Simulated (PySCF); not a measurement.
Compound: C7H10NO (charge +1).
Z-matrix (Å and degrees, PBE0-D3(BJ)/def2-SVP geometry), rows numbered from 1:
```
C 
O   1  1.4271
C   2  1.3063  1  120.64
C   3  1.3996  2  126.66  1     0.21
C   4  1.3842  3  119.21  2  -179.73
C   5  1.4003  4  120.17  3    -0.04
C   6  1.3738  5  118.47  4    -0.10
N   7  1.3548  6  121.51  5     0.05
C   8  1.4660  3  118.57  2    -0.08
H   1  1.0999  2  110.44  3   -62.56
H   1  1.0998  2  110.48  3    60.34
H   1  1.0946  2  105.62  3   178.89
H   4  1.0891  3  119.74  2     0.25
H   5  1.0925  4  119.58  3   179.95
H   6  1.0902  5  121.85  4   179.96
H   7  1.0908  6  122.74  5  -179.89
H   9  1.0971  8  109.63  3   -57.58
H   9  1.0944  8  108.56  3  -177.84
H   9  1.0977  8  109.67  3    61.86
```

Level of theory: TDDFT wB97X-D/def2-SVPD, vertical, gas phase, core orbitals frozen in the response in PySCF 2.14.0, density-fitted response routines.

Kohn–Sham orbitals with the atoms that hold most of them (Löwdin shares over 4%, at most four atoms; ? is withheld):

| orbital | ε (eV) | atoms |
| --- | --- | --- |
| LUMO+2 | -1.52 | C3 15%, C9 14%, C7 12%, C4 8% |
| LUMO+1 | -3.29 | C6 20%, C3 19%, C7 15%, C4 14% |
| LUMO | -4.48 | ? |
| HOMO | -13.68 | ? |
| HOMO-1 | -15.17 | C5 25%, N8 21%, C4 19%, C6 9% |
| HOMO-2 | -16.31 | O2 34%, C1 19%, H12 8%, C3 6% |
| HOMO-3 | -16.47 | O2 25%, C1 20%, C7 9%, C6 9% |

(1) Give the leading atoms of the HOMO.

(2) Which atoms hold the LUMO, and with what shares?

(3) The HOMO–LUMO gap is 9.20 eV. Where does the response calculation put the lowest singlet, and from which orbitals?

(4) Give energy, strength and leading configuration of S1 and S4, and follow the Löwdin shares of the leading atoms from the occupied to the empty orbital.

Answers

(1) O2 (bonded to 2 C) 20%; C6 (bonded to 2 C and H) 19%; C4 (bonded to 2 C and H) 15%; C7 (bonded to C, N and H) 15%. By element: carbon 49% or more, oxygen 20%.

(2) C5 (bonded to 2 C and H) 25%; N8 (bonded to 3 C) 17%; C7 (bonded to C, N and H) 17%; C4 (bonded to 2 C and H) 12%. By element: carbon 53% or more, nitrogen 17%.

(3) S1 is at 4.97 eV (f = 0.140), 4.23 eV below the gap, made of HOMO→LUMO (93%). Without the coupling terms of the response equations the lowest excitation would equal the gap.

(4) 
- S1 (4.97 eV, f 0.140), HOMO→LUMO (93%): O2 20% → at most 12%, C6 19% → at most 12%, C5 at most 15% → 25%, N8 at most 15% → 17%
- S4 (7.19 eV, f 0.0013), HOMO-2→LUMO (77%): O2 34% → at most 12%, C1 19% → at most 12%, C5 at most 6% → 25%, N8 at most 6% → 17%

One conformer stands for the species.
